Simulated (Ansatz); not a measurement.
`[Cl][Hf]([Cl])([Br])[Br]` + HCl → `[Cl][Hf]([Cl])([Cl])[Br]` + HBr at 298.15 K and 1 bar (ligand exchange at the Hf–Br bond).

Computed with Ansatz on PBE0-D4/def2-TZVP structures; ΔE is electronic, products minus reactants. CCSD(T)/CBS is the MP2 limit (def2-TZVPP, def2-QZVPP) plus CCSD(T) − MP2 in def2-TZVPP, frozen cores. This one scheme is used for every species. def2 core potentials past Kr. For Br, Hf outer-core shells are correlated without core-valence functions, which leaves a few kJ/mol of doubt a bond. Scalar relativity is left out up to krypton.

```
                   species  CCSD(T)/CBS energy (Eh)  H − E (kJ/mol)  S (J/(mol·K))
`[Cl][Hf]([Cl])([Br])[Br]`              -6114.40514            34.5          412.5
                       HCl               -460.38127            26.6          186.8
`[Cl][Hf]([Cl])([Cl])[Br]`              -4000.86634            34.9          397.9
                       HBr              -2573.91920            24.6          198.6
```

H − E and S are ideal-gas, rigid-rotor, harmonic terms from PBE0-D4/def2-TZVP. 1 Eh = 2625.50 kJ/mol, R = 8.31446 J/(mol·K).

Question: By hand: ΔE, ΔH, ΔS and ΔG.

Answer: ΔE = (-4000.86634) + (-2573.91920) − (-6114.40514) − (-460.38127) = 0.00087 Eh = 2.3 kJ/mol. Δ(H − E) = 34.9 + 24.6 − 34.5 − 26.6 = -1.6, so ΔH = 0.7 kJ/mol. ΔS = 397.9 + 198.6 − 412.5 − 186.8 = -2.8 J/(mol·K). ΔG = 0.7 − 298.15 × (-2.8)/1000 = 1.5 kJ/mol.

Question: By hand: the equilibrium constant, and the temperature at which ΔG would vanish if ΔH and ΔS stayed fixed.

Answer: log₁₀ K = −ΔG/(RT ln 10) = -0.3. ΔH and −TΔS have one sign here, so there is no such temperature. One of them is within its doubt of zero, so this could turn.

TΔS isn't small against ΔH here. The sign of ΔG lies within the doubt. A doubt of 5 kJ/mol in ΔE shifts log₁₀ K by 0.9 here. These are equilibria of isolated gas molecules and say nothing of rates. Largest T1 diagnostic: 0.013 (customary marks: 0.02 for closed shells, 0.045 for open ones).
